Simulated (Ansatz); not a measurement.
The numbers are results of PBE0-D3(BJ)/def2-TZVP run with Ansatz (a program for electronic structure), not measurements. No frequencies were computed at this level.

Ansatz 0.2 input:
```yaml
crystal:
  periodic: [false, false, false]
  atoms:
    - { symbol: C, position_ang: [-1.716321, -0.404112, 0.332044] }
    - { symbol: Si, position_ang: [-0.440596, 0.687082, -0.15168] }
    - { symbol: C, position_ang: [1.358712, -0.019814, -0.076089] }
    - { symbol: F, position_ang: [1.3435, -1.364692, 0.121999] }
    - { symbol: F, position_ang: [2.001251, 0.183219, -1.267376] }
    - { symbol: H, position_ang: [-1.499925, -1.425797, 0.601548] }
    - { symbol: H, position_ang: [-2.753145, -0.121254, 0.355619] }
    - { symbol: H, position_ang: [-0.300753, 2.058013, -0.621055] }
    - { symbol: H, position_ang: [2.007278, 0.407354, 0.70499] }
basis:
  gaussian: { orbitals: def2-tzvp }
hamiltonian:
  xc: pbe0
  dispersion: d3bj
relax:
  max_steps: 150
```

Output:

```
Functional definition: PBE0
1116 factors; their error is unknown
mean field evaluation 1: about -15431.5106 eV, gradient 6.3e1 eV
mean field evaluation 2: about -15412.1358 eV, gradient 9.2e1 eV
mean field evaluation 4: about -15440.7092 eV, gradient 7.3e0 eV
mean field evaluation 8: about -15440.8070 eV, gradient 2.9e-1 eV
mean field evaluation 16: about -15440.8543 eV, gradient 3.9e-3 eV
mean field -15440.85426977 eV, -567.4409282270 hartree, gradient 7.2e-5 eV, S^2 0.000000; 0 other end points of the search recorded, 0 dependent functions left out
reference -15440.85429820 eV, -567.4409292719 hartree; 24, 24 occupied and 161, 161 virtual orbitals, 1116 factors
relax step   1: F+E_penalty+E_count = -15441.00288227 eV  Δ(F+E_penalty+E_count) = +0.000e0 eV  max|allowed force component| = 1.901e0 eV/Å  Δτ_max = 0.0000 Å  (30 SCF iters, accepted)
these checks for a lower state are left out or cut short: starts, cluster_reference, orbital_swaps, neighbouring_geometries, increment
1116 factors; their error is unknown
mean field -15440.97461124 eV, -567.4453506944 hartree, gradient 1.4e-5 eV, S^2 0.000000; 0 other end points of the search recorded, 0 dependent functions left out
reference -15440.97463957 eV, -567.4453517356 hartree; 24, 24 occupied and 161, 161 virtual orbitals, 1116 factors
relax step   2: F+E_penalty+E_count = -15441.12312742 eV  Δ(F+E_penalty+E_count) = -1.202e-1 eV  max|allowed force component| = 6.487e-1 eV/Å  Δτ_max = 0.1219 Å  (32 SCF iters, accepted)
these checks for a lower state are left out or cut short: starts, cluster_reference, orbital_swaps, neighbouring_geometries, increment
1116 factors; their error is unknown
mean field evaluation 32: about -15440.9676 eV, gradient 2.0e-5 eV
mean field -15440.96756407 eV, -567.4450917159 hartree, gradient 2.0e-5 eV, S^2 0.000000; 0 other end points of the search recorded, 0 dependent functions left out
reference -15440.96759249 eV, -567.4450927603 hartree; 24, 24 occupied and 161, 161 virtual orbitals, 1116 factors
relax step   3: F+E_penalty+E_count = -15441.11599212 eV  Δ(F+E_penalty+E_count) = +7.135e-3 eV  max|allowed force component| = 8.452e-1 eV/Å  Δτ_max = 0.1642 Å  (31 SCF iters, rejected (line search))
these checks for a lower state are left out or cut short: starts, cluster_reference, orbital_swaps, neighbouring_geometries, increment
1116 factors; their error is unknown
mean field -15440.99231198 eV, -567.4460011848 hartree, gradient 1.2e-5 eV, S^2 0.000000; 0 other end points of the search recorded, 0 dependent functions left out
reference -15440.99234023 eV, -567.4460022229 hartree; 24, 24 occupied and 161, 161 virtual orbitals, 1116 factors
relax step   4: F+E_penalty+E_count = -15441.14055559 eV  Δ(F+E_penalty+E_count) = -1.743e-2 eV  max|allowed force component| = 4.279e-1 eV/Å  Δτ_max = 0.0821 Å  (33 SCF iters, accepted)
these checks for a lower state are left out or cut short: starts, cluster_reference, orbital_swaps, neighbouring_geometries, increment
1116 factors; their error is unknown
mean field -15441.00057222 eV, -567.4463047429 hartree, gradient 2.3e-5 eV, S^2 0.000000; 0 other end points of the search recorded, 0 dependent functions left out
reference -15441.00060053 eV, -567.4463057834 hartree; 24, 24 occupied and 161, 161 virtual orbitals, 1116 factors
relax step   5: F+E_penalty+E_count = -15441.14886131 eV  Δ(F+E_penalty+E_count) = -8.306e-3 eV  max|allowed force component| = 1.993e-1 eV/Å  Δτ_max = 0.0307 Å  (33 SCF iters, accepted)
these checks for a lower state are left out or cut short: starts, cluster_reference, orbital_swaps, neighbouring_geometries, increment
1116 factors; their error is unknown
mean field -15441.00284415 eV, -567.4463882348 hartree, gradient 2.3e-5 eV, S^2 0.000000; 0 other end points of the search recorded, 0 dependent functions left out
reference -15441.00287246 eV, -567.4463892753 hartree; 24, 24 occupied and 161, 161 virtual orbitals, 1116 factors
relax step   6: F+E_penalty+E_count = -15441.15098619 eV  Δ(F+E_penalty+E_count) = -2.125e-3 eV  max|allowed force component| = 6.629e-2 eV/Å  Δτ_max = 0.0363 Å  (31 SCF iters, accepted)
these checks for a lower state are left out or cut short: starts, cluster_reference, orbital_swaps, neighbouring_geometries, increment
1116 factors; their error is unknown
mean field -15441.00308919 eV, -567.4463972400 hartree, gradient 2.4e-5 eV, S^2 0.000000; 0 other end points of the search recorded, 0 dependent functions left out
reference -15441.00311751 eV, -567.4463982807 hartree; 24, 24 occupied and 161, 161 virtual orbitals, 1116 factors
relax step   7: F+E_penalty+E_count = -15441.15120546 eV  Δ(F+E_penalty+E_count) = -2.193e-4 eV  max|allowed force component| = 3.961e-2 eV/Å  Δτ_max = 0.0059 Å  (34 SCF iters, accepted)
these checks for a lower state are left out or cut short: starts, cluster_reference, orbital_swaps, neighbouring_geometries, increment
1116 factors; their error is unknown
mean field evaluation 64: about -15441.0030 eV, gradient 3.6e-1 eV
mean field -15441.00312186 eV, -567.4463984406 hartree, gradient 2.4e-5 eV, S^2 0.000000; 0 other end points of the search recorded, 0 dependent functions left out
reference -15441.00315019 eV, -567.4463994815 hartree; 24, 24 occupied and 161, 161 virtual orbitals, 1116 factors
relax step   8: F+E_penalty+E_count = -15441.15123574 eV  Δ(F+E_penalty+E_count) = -3.029e-5 eV  max|allowed force component| = 4.110e-3 eV/Å  Δτ_max = 0.0019 Å  (34 SCF iters, accepted)
1116 factors; their error is unknown
mean field -15441.00312186 eV, -567.4463984406 hartree, gradient 2.4e-5 eV, S^2 0.000000; 1 other end points of the search recorded, 0 dependent functions left out
reference -15441.00315019 eV, -567.4463994815 hartree; 24, 24 occupied and 161, 161 virtual orbitals, 1116 factors
Total energy: -15441.15126407 eV, -567.4518425663 hartree
Atom 0 at    -1.704591    -0.371959     0.320476 Å, force     0.004110    -0.000256    -0.002558 eV/Å
Atom 1 at    -0.397268     0.601153    -0.145111 Å, force    -0.003496     0.002989    -0.000098 eV/Å
Atom 2 at     1.407363    -0.046972    -0.085190 Å, force     0.003270    -0.001423     0.002757 eV/Å
Atom 3 at     1.416372    -1.389383     0.126797 Å, force     0.002603     0.002967     0.000468 eV/Å
Atom 4 at     2.029453     0.193979    -1.278626 Å, force    -0.000740     0.000311     0.001492 eV/Å
Atom 5 at    -1.563959    -1.401666     0.627247 Å, force    -0.000916    -0.000717     0.001076 eV/Å
Atom 6 at    -2.727249    -0.014671     0.302365 Å, force    -0.001663     0.001681     0.000596 eV/Å
Atom 7 at    -0.485878     2.015893    -0.562719 Å, force    -0.000599    -0.001643     0.000319 eV/Å
Atom 8 at     2.025759     0.413625     0.694760 Å, force    -0.002569    -0.003909    -0.004053 eV/Å
Dipole moment:    -0.048931     0.317376     0.184392 e Å
```

Cost: very roughly 60 core-seconds.
